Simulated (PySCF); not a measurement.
Computed XPS line lists of a few unrelated compounds.

Method: delta-SCF UKS SCAN, pcX-2 on the ionised atom, pcseg-1 elsewhere, spin-free X2C (PySCF 2.14.0). Geometries: PBE0-D3(BJ)/def2-SVP; isolated species, one conformer each.

Line lists (1s up to Mg, 2p3/2 beyond, nothing for Se; areas count atoms within a level, one atom standing for each set equivalent by bonding):
1. C 1s: 290.18 (area 1), 291.19 (area 1), 293.09 (area 1) eV; F 1s: 693.06 eV
2. C 1s: 293.77 eV; O 1s: 538.91 eV; F 1s: 692.76 eV; Si 2p3/2: 108.56 eV
3. B 1s: 193.42 eV; C 1s: 291.57 (area 1), 291.75 (area 1), 291.91 (area 1), 291.97 (area 2) eV; N 1s: 404.82 (area 1), 406.74 (area 1) eV

Structures:
A. `O=C[SiH2]F`
B. `C=C(F)[Se]C`
C. `C[N+](C/C=N/C)([BH3-])C`

Problem. Match each list to its structure.

Solution. 
- 1 = B: no other candidate has this set of levels. C 1s: 290.18 terminal =CH2 carbon, 291.19 sp3 carbon bound to selenium, 293.09 vinylic C–F carbon; F 1s: 693.06 vinyl fluorine.
- 2 = A: no other candidate has this set of levels. C 1s: 293.77 carbonyl carbon; O 1s: 538.91 carbonyl oxygen; F 1s: 692.76 silicon-bound fluorine; Si 2p3/2: 108.56 fluorine-bound silicon.
- 3 = C: no other candidate has this set of levels. B 1s: 193.42 four-coordinate boron; C 1s: 291.57 N-methyl carbon, 291.75 imine carbon, 291.91 sp3 carbon bound to nitrogen, 291.97 N-methyl carbon (×2); N 1s: 404.82 imine nitrogen, 406.74 nitrogen bonded to B and 3 C.

2p3/2 and 2p1/2 are the ΔSCF energy of one spin-free 2p hole plus the eigenvalues of a spin–orbit and ligand-field matrix of the shell. 2 of these hole states are spin-contaminated (⟨S²⟩ up to 0.89, against 0.75; counted from 0.85) and less certain.
